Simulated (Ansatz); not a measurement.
`C[SiH2]C(O)(F)F` + `C=COB(O)O` → `C[SiH2]OB(O)O` + `C=CC(O)(F)F`  (formal exchange of groups at the Si–C bond)

Gas-phase electronic energies from Ansatz, PBE0-D4/def2-TZVP geometries. CCSD(T)/CBS adds triple-zeta CCSD(T) − MP2 to the extrapolated MP2 energy (def2 sets, frozen cores). Functionals use def2-TZVPP. B3LYP here is the variant with VWN-RPA as its local correlation; programs differ in this. One conformer a species, not always the lowest.

Question: Is it downhill or uphill in electronic energy at CCSD(T)/CBS, and by how much? (An estimate is asked.)

Answer: Computed: Downhill: ΔE = -172.3 kJ/mol.

Question: What do these levels give: PBE, PBE0, B3LYP, CCSD/def2-TZVPP, HF/CBS(def2), MP2/CBS(def2)? (Best estimate.)

Answer: The calculation gave: PBE -143.2, PBE0 -156.0, B3LYP -157.7, CCSD/def2-TZVPP -174.9, HF/CBS(def2) -185.1, MP2/CBS(def2) -178.2 kJ/mol.

Largest T1 diagnostic among the species: 0.012.

In def2-TZVPP, CCSD(T) changes the Hartree–Fock value by +11.8 kJ/mol (the triples alone add +2.7 kJ/mol) and MP2 by +5.9 kJ/mol. From PBE to PBE0 (25 % exact exchange), in def2-TZVPP and without D4, ΔE moves by −12.7 kJ/mol.
